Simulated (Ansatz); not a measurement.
Energy needed to pull apart GaH$_{3}$Se (SMILES [GaH2][SeH]), singlet, into free ground-state atoms, from the structure below (displaced at random from a GFN2-xTB minimum); no zero-point or spin–orbit terms; open-shell atoms are treated unrestricted, in their ground-state multiplicity.

```
5
angstrom
Ga -0.4980 -0.4670 -0.1017
Se 0.4415 1.6934 0.0729
H -0.5458 -1.4575 1.1079
H -1.1303 -0.9854 -1.4015
H 1.7819 1.1444 0.2552
```

Computed with Ansatz 0.2.0 (basis: def2-TZVPP); correlated methods freeze the cores. Filled d shells of the heavier atoms are correlated. The def2 sets are not built for correlating such inner shells, so the correlated values are less sure here.

| method | atomization energy (kJ/mol) |
| --- | --- |
| PBE-D4 | 1113 |
| r2SCAN-D4 | ? |
| B97M-V | ? |
| PBE0-D4 | 1109 |
| r2SCANh-D4 | 1130 |
| wB97M-V | 1116 |
| HF | 802 |
| MP2 | 1107 |
| CCSD | 1104 |
| CCSD(T) | 1118 |

(1) What does B97M-V give? (To be estimated.)

(2) What does r2SCAN-D4 give? (An estimate is asked for; the value comes from the calculation.)

The T1 diagnostic stays at or below 0.012.

Answers

(1) Computed: 1140 kJ/mol, which is about 21 kJ/mol more than CCSD(T)/def2-TZVPP.

(2) The calculation gives: 1136 kJ/mol, which is about 17 kJ/mol more than CCSD(T)/def2-TZVPP.

In triple zeta the MP2 and coupled-cluster atomization energies are still short of their basis limit by a few kcal/mol a bond, whereas those of the functionals are nearly converged, so these differences are not deviations from converged CCSD(T).

For scale, one of the runs: CCSD(T)/def2-TZVPP forces, 138 basis functions (an equivalent command: `ansatz run in.yaml --threads 4`). Time: 58 s of wall clock on 4 CPU threads; the host was shared. Peak host memory: 1.2 GiB.
